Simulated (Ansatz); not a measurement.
```yaml
crystal:
  periodic: [false, false, false]
  atoms:
    - {symbol: Si, position_ang: [-0.384815, 0.953197, -0.807444]}
    - {symbol: C, position_ang: [0.257811, -0.638680, -0.009887]}
    - {symbol: C, position_ang: [0.621840, -0.974783, 1.283053]}
    - {symbol: N, position_ang: [1.522439, -0.585201, 0.852043]}
    - {symbol: H, position_ang: [-1.879369, 0.593795, -1.289053]}
    - {symbol: H, position_ang: [-0.693902, 1.825877, 0.296118]}
    - {symbol: H, position_ang: [0.286138, 1.317926, -1.723627]}
    - {symbol: H, position_ang: [0.459702, -1.303513, -0.724468]}
    - {symbol: H, position_ang: [-0.068274, -1.284252, 2.256123]}
basis:
  gaussian: {orbitals: def2-SVPD, fitting: {mean_field: def2-universal-jkfit}}
hamiltonian: {xc: {name: PBE0-DH}}
relax: {f_tol: 0.0001, max_steps: 3}
output: {forces: true}
```

```sh
$ ansatz run in.yaml --threads 2 --pin off --events-out ev --progress --plain --max-ram 4352MiB
```

It prints (some lines left out):

```
Functional definition: PBE0-DH
445 factors; integrals over basis functions are off by at most 3.9e-1 eV
mean field evaluation 1: about -11497.5679 eV, gradient 3.5e1 eV
mean field evaluation 2: about -11497.5683 eV, gradient 3.5e1 eV
mean field evaluation 4: about -11500.5505 eV, gradient 4.4e0 eV
mean field evaluation 8: about -11500.5914 eV, gradient 8.7e-2 eV
mean field evaluation 16: about -11500.5914 eV, gradient 2.0e-6 eV
mean field -11500.59138743 eV, -422.6389381073 hartree, gradient 2.0e-6 eV, S^2 0.000000; 0 other end points of the search recorded, 0 dependent functions left out
8 core orbitals not correlated: weight in the atoms' cores, before any rotation towards them, 1.000 or more for the frozen orbitals, at most 0.000 for the correlated occupied ones
reference -11500.59140899 eV, -422.6389388996 hartree; 11, 11 occupied and 105, 105 virtual orbitals, 445 factors
second order -18.01182838 eV of doubles, -0.00000000 eV of singles
relax step   1: F+E_penalty+E_count = -11502.84286598 eV  Δ(F+E_penalty+E_count) = +0.000e0 eV  max|allowed force component| = 2.222e1 eV/Å  Δτ_max = 0.0000 Å  (38 SCF iters, accepted)
445 factors; integrals over basis functions are off by at most 3.5e-1 eV
mean field -11504.14608570 eV, -422.7695708593 hartree, gradient 3.0e-6 eV, S^2 0.000000; 0 other end points of the search recorded, 0 dependent functions left out
8 core orbitals not correlated: weight in the atoms' cores, before any rotation towards them, 1.000 or more for the frozen orbitals, at most 0.000 for the correlated occupied ones
reference -11504.14610829 eV, -422.7695716893 hartree; 11, 11 occupied and 105, 105 virtual orbitals, 445 factors
second order -18.85869959 eV of doubles, -0.00000000 eV of singles
relax step   2: F+E_penalty+E_count = -11506.50342315 eV  Δ(F+E_penalty+E_count) = -3.661e0 eV  max|allowed force component| = 2.873e0 eV/Å  Δτ_max = 0.1462 Å  (44 SCF iters, accepted)
445 factors; integrals over basis functions are off by at most 3.5e-1 eV
mean field -11504.51913937 eV, -422.7832803288 hartree, gradient 1.5e-6 eV, S^2 0.000000; 0 other end points of the search recorded, 0 dependent functions left out
8 core orbitals not correlated: weight in the atoms' cores, before any rotation towards them, 1.000 or more for the frozen orbitals, at most 0.000 for the correlated occupied ones
reference -11504.51916230 eV, -422.7832811712 hartree; 11, 11 occupied and 105, 105 virtual orbitals, 445 factors
second order -18.93319554 eV of doubles, -0.00000000 eV of singles
relax step   3: F+E_penalty+E_count = -11506.88578882 eV  Δ(F+E_penalty+E_count) = -3.824e-1 eV  max|allowed force component| = 5.444e-1 eV/Å  Δτ_max = 0.1516 Å  (40 SCF iters, accepted)
Error: geometry relaxation did not converge after 3 steps: max|allowed force component| = 5.44e-1 eV/Å (threshold 1.0e-4). Raise `relax.max_steps` over both its present limit and 3, loosen `relax.f_tol`, or start from a geometry closer to equilibrium. Where this run's directory can be resumed (`checkpoint.write`), a resume goes on for up to `relax.max_steps` more
```

Task: What is wrong with this run?

Result: The relaxation is allowed too few steps for its threshold. The run did not converge.
